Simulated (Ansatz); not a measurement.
Molecule (SMILES): N=[B] (B-NH), doublet.
Atoms: B1, N2, H3. Bonds: B1-N2, N2-H3.

Basis-set convergence of the harmonic zero-point energy at B3LYP with Ansatz (a quantum-chemistry and plane-wave program). Each level at its own minimum, finite differences of forces, unscaled; the reference is a large set that could be run, not a limit. Cartesian d functions, on some or all atoms, in 6-31G*, 6-31G**; all else is spherical. The program fits the integrals of some runs and decomposes those of others, by size. Open shells are unrestricted. No added dispersion term, no relativity. Reference: the value in def2-QZVPPD, 9.55 kcal/mol. Deviations are taken from unrounded values.

| basis | functions | harmonic zero-point energy (kcal/mol) | minus reference (kcal/mol) |
|---|---|---|---|
| 3-21G | 20 | 9.72 | 0.16 |
| 6-31G* | 32 | 9.60 | 0.05 |
| 6-31G** | 35 | 9.58 | 0.03 |
| 6-311G** | 42 | 9.56 | 0.01 |
| def2-SVPD | 48 | 9.73 | 0.18 |
| aug-pcseg-1 | 55 | 9.52 | -0.04 |
| cc-pVTZ | 74 | 9.56 | 0.01 |
| pcseg-2 | 74 | 9.59 | 0.03 |
| def2-TZVPP | 76 | 9.56 | 0.01 |
| def2-TZVPD | 83 | 9.54 | -0.01 |
| 6-311++G(3df,3pd) | 96 | 9.55 | 0.00 |
| cc-pVQZ | 140 | 9.56 | 0.01 |
| def2-QZVPP | 144 | 9.56 | 0.01 |

The smallest set listed that lies within 0.1 kcal/mol of the reference with all its larger relatives (same family, alike in diffuse functions; a set with none counts only in the reference's own line) is 6-31G* (32 functions, 0.05 kcal/mol off). Inside, with no larger relative to test it: 6-311++G(3df,3pd). (Relatives not listed, tested too: def2-TZVPPD 0.00, aug-pcseg-2 0.00, def2-QZVP 0.01, pcseg-3 0.01, def2-QZVPPD 0.00 kcal/mol.)
